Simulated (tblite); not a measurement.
A geometry optimisation, step by step.

Species: C2H10GeO2Si2.
Numbering: `[GeH3:1][O:2][Si@H:3]1[CH2:4][CH2:5][SiH2:6][O:7]1` (hydrogens: H8, H9, H10 on Ge1; H11 on Si3; H12, H13 on C4; H14, H15 on C5; H16, H17 on Si6)

Computed with GFN2-xTB (tblite), gas phase: L-BFGS steps from a force-field or distance-geometry start until the largest atomic force falls under 0.01 eV/Å. 7 of its 161 geometries are shown.

Step 0: E = -626.5854 eV, largest atomic force 2.332 eV/Å
```
atom  x, y, z in Å  |  force x, y, z in eV/Å
Ge1    -2.933   -0.831    0.291   -1.133  -0.287   0.314
O2     -1.606   -1.239   -0.779    1.211   0.610   0.901
Si3    -0.070   -0.744   -0.329   -0.952  -1.342   0.572
C4      0.392    0.994   -0.809   -0.298   0.366   0.083
C5      1.726    1.216   -0.092    0.318   0.929  -0.738
Si6     1.886   -0.098    1.206   -0.285  -1.151   1.264
O7      0.292   -0.738    1.329    1.348   0.655  -1.786
H8     -4.202   -0.674   -0.603    0.626  -0.050   0.146
H9     -3.239   -2.048    1.223    0.344   0.549  -0.358
H10    -2.772    0.481    1.081    0.152  -0.424  -0.248
H11     0.917   -1.637   -0.962   -0.602  -0.218  -0.067
H12     0.532    1.021   -1.895   -0.367   0.623   0.287
H13    -0.371    1.701   -0.421    0.414  -0.128  -0.719
H14     1.758    2.193    0.425    0.133  -0.168  -0.694
H15     2.527    1.165   -0.870   -0.384   0.264   0.873
H16     2.751   -1.149    0.664   -0.093  -0.060   0.183
H17     2.406    0.400    2.479   -0.431  -0.168  -0.011
```

Step 27: E = -627.5401 eV, largest atomic force 0.167 eV/Å
```
atom  x, y, z in Å  |  force x, y, z in eV/Å
Ge1    -3.099   -0.815    0.447   -0.156   0.006   0.060
O2     -1.619   -1.056   -0.402    0.065  -0.051  -0.070
Si3    -0.025   -0.834   -0.521    0.125  -0.020  -0.067
C4      0.492    0.969   -0.869   -0.079  -0.020   0.034
C5      1.802    1.248   -0.117    0.004  -0.067   0.063
Si6     1.997   -0.068    1.249    0.008  -0.098   0.068
O7      0.727   -1.043    0.913    0.020   0.016  -0.027
H8     -4.115   -0.741   -0.661    0.065   0.006   0.068
H9     -3.328   -1.986    1.357    0.046  -0.051  -0.055
H10    -3.023    0.448    1.252    0.005   0.083  -0.028
H11     0.442   -1.882   -1.420   -0.068   0.045  -0.025
H12     0.582    1.232   -1.922    0.016  -0.077   0.006
H13    -0.292    1.611   -0.465   -0.066   0.100   0.018
H14     1.813    2.267    0.266    0.052   0.039  -0.047
H15     2.652    1.158   -0.795   -0.033   0.068  -0.098
H16     3.211   -0.845    0.998   -0.024  -0.005   0.104
H17     1.778    0.349    2.628    0.021   0.026  -0.004
```

Step 53: E = -627.5760 eV, largest atomic force 0.097 eV/Å
```
atom  x, y, z in Å  |  force x, y, z in eV/Å
Ge1    -3.065   -0.821    0.496    0.006   0.021  -0.018
O2     -1.599   -1.111   -0.376    0.045   0.012  -0.019
Si3    -0.021   -0.836   -0.593    0.017  -0.011  -0.036
C4      0.470    0.987   -0.840   -0.007   0.018  -0.010
C5      1.821    1.208   -0.139   -0.020   0.015  -0.045
Si6     1.957   -0.074    1.266   -0.035   0.062   0.066
O7      0.833   -1.153    0.763    0.003   0.008   0.018
H8     -4.083   -0.747   -0.604   -0.015   0.003   0.031
H9     -3.279   -1.992    1.406    0.021  -0.006  -0.012
H10    -2.959    0.469    1.261    0.008  -0.006  -0.015
H11     0.374   -1.772   -1.636   -0.027  -0.008   0.045
H12     0.535    1.276   -1.890   -0.037   0.031   0.034
H13    -0.283    1.634   -0.382   -0.011  -0.017  -0.029
H14     1.915    2.242    0.195    0.027  -0.035  -0.010
H15     2.626    1.046   -0.859    0.001  -0.017   0.004
H16     3.217   -0.800    1.309    0.062  -0.029  -0.016
H17     1.535    0.456    2.561   -0.038  -0.041   0.012
```

Step 80: E = -627.5885 eV, largest atomic force 0.035 eV/Å
```
atom  x, y, z in Å  |  force x, y, z in eV/Å
Ge1    -2.999   -0.815    0.489   -0.004   0.016   0.023
O2     -1.600   -1.107   -0.490    0.006  -0.006  -0.007
Si3    -0.013   -0.833   -0.633   -0.002   0.020  -0.004
C4      0.447    1.003   -0.825    0.004   0.003  -0.008
C5      1.817    1.181   -0.155   -0.010   0.005  -0.023
Si6     1.894   -0.059    1.292   -0.007   0.000  -0.006
O7      0.795   -1.147    0.753   -0.002  -0.001  -0.005
H8     -4.100   -0.737   -0.525   -0.005  -0.005   0.002
H9     -3.143   -1.986    1.410    0.004  -0.006   0.006
H10    -2.834    0.475    1.242    0.001  -0.010  -0.006
H11     0.415   -1.773   -1.657    0.001   0.002   0.006
H12     0.469    1.357   -1.857    0.008   0.000   0.027
H13    -0.297    1.612   -0.301    0.024  -0.012  -0.023
H14     1.989    2.222    0.122   -0.005  -0.011   0.010
H15     2.594    0.923   -0.879    0.008   0.008   0.003
H16     3.163   -0.772    1.392   -0.009   0.000   0.001
H17     1.396    0.467    2.562   -0.010  -0.003   0.003
```

Step 107: E = -627.6035 eV, largest atomic force 0.050 eV/Å
```
atom  x, y, z in Å  |  force x, y, z in eV/Å
Ge1    -2.836   -0.819    0.609    0.029  -0.012   0.007
O2     -1.665   -0.928   -0.677    0.002   0.008   0.030
Si3    -0.054   -0.779   -0.804   -0.036  -0.003  -0.024
C4      0.528    1.029   -0.954   -0.018  -0.012  -0.016
C5      1.804    1.164   -0.109   -0.010  -0.013  -0.015
Si6     1.669   -0.098    1.317    0.032   0.019  -0.015
O7      0.676   -1.183    0.604   -0.045   0.005  -0.022
H8     -4.135   -0.894   -0.138    0.039   0.004   0.005
H9     -2.634   -1.977    1.540    0.006   0.016  -0.026
H10    -2.654    0.494    1.318   -0.019  -0.009  -0.013
H11     0.344   -1.741   -1.816   -0.005  -0.007  -0.007
H12     0.711    1.351   -1.980   -0.016  -0.008   0.037
H13    -0.248    1.688   -0.555    0.016  -0.005   0.000
H14     1.954    2.195    0.211    0.000   0.015   0.007
H15     2.662    0.910   -0.735    0.025  -0.022   0.030
H16     2.896   -0.825    1.616    0.004   0.011  -0.006
H17     0.974    0.426    2.492   -0.003   0.013   0.029
```

Step 133: E = -627.6071 eV, largest atomic force 0.038 eV/Å
```
atom  x, y, z in Å  |  force x, y, z in eV/Å
Ge1    -2.768   -0.830    0.641   -0.035  -0.004  -0.013
O2     -1.701   -0.842   -0.738    0.011  -0.005  -0.007
Si3    -0.087   -0.746   -0.850    0.010   0.001   0.001
C4      0.553    1.041   -0.986   -0.003   0.006  -0.008
C5      1.804    1.146   -0.100   -0.007  -0.003  -0.018
Si6     1.584   -0.102    1.325    0.011   0.007  -0.014
O7      0.579   -1.161    0.589   -0.007   0.005  -0.003
H8     -4.102   -0.986   -0.024    0.002  -0.002   0.022
H9     -2.417   -1.976    1.536    0.001   0.002  -0.004
H10    -2.627    0.492    1.339   -0.008  -0.003   0.006
H11     0.308   -1.733   -1.841    0.004   0.002   0.002
H12     0.771    1.354   -2.007    0.014   0.007   0.009
H13    -0.216    1.722   -0.611    0.000   0.001  -0.001
H14     1.971    2.175    0.221    0.002  -0.001  -0.010
H15     2.678    0.862   -0.690   -0.003  -0.003   0.009
H16     2.788   -0.854    1.653    0.007  -0.011   0.013
H17     0.874    0.448    2.480    0.002  -0.001   0.016
```

Step 160: E = -627.6117 eV, largest atomic force 0.007 eV/Å
```
atom  x, y, z in Å  |  force x, y, z in eV/Å
Ge1    -2.843   -0.912    0.621   -0.001   0.003  -0.005
O2     -1.758   -0.707   -0.732    0.001   0.000   0.000
Si3    -0.141   -0.651   -0.795    0.004  -0.003  -0.004
C4      0.592    1.092   -0.981    0.002   0.000   0.002
C5      1.877    1.116   -0.141    0.002  -0.001   0.002
Si6     1.611   -0.068    1.331   -0.001   0.001   0.001
O7      0.458   -1.032    0.683   -0.001   0.001  -0.003
H8     -4.136   -1.212   -0.074    0.000  -0.001   0.001
H9     -2.357   -2.038    1.474   -0.002  -0.004  -0.001
H10    -2.892    0.387    1.372    0.003  -0.001   0.006
H11     0.276   -1.679   -1.738   -0.002   0.001   0.005
H12     0.798    1.378   -2.011   -0.003   0.001   0.001
H13    -0.114    1.827   -0.586    0.001   0.002  -0.005
H14     2.143    2.135    0.140    0.000  -0.004  -0.003
H15     2.702    0.739   -0.750   -0.001   0.003   0.000
H16     2.753   -0.929    1.614   -0.003   0.002   0.000
H17     1.024    0.564    2.512    0.001   0.001   0.001
```

Q: Summarise the path.

A: The energy falls by 1.0262 eV from step 0 to step 160; nine tenths of that is first reached at step 23. It falls at every step. The largest force goes from 2.332 to 0.007 eV/Å. Among the bonds Si6–O7 changes most, from 1.722 to 1.637 Å; the atoms move by 0.668 Å rms after alignment.

The cost below is that of the whole relaxation. Time: 1.4 s. Hardware: one thread, Arm Neoverse V1 (aarch64), no GPU (shared host).
